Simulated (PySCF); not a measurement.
Vertical excitations of a molecule C2H5BF2O from TDDFT-CAM-B3LYP/def2-SVPD in PySCF, as energy in eV (oscillator strength): 8.36 (0.015), 8.42 (0.027), 8.45 (0.001), 9.00 (0.069), 9.01 (0.001), 9.04 (0.132), 9.05 (0.003), 9.35 (0.046), 9.48 (0.013), 9.81 (0.025). Lowest triplet (TDA): 7.67 eV. Coordinates come from a PBE0-D3(BJ)/def2-SVP optimisation. The values are those of a single conformer.

Task: Which molecule gave these data?
A) CCOB(F)F
B) OCB(F)CF
C) OB(CF)CF
D) COB(F)CF

Result: D, COB(F)CF
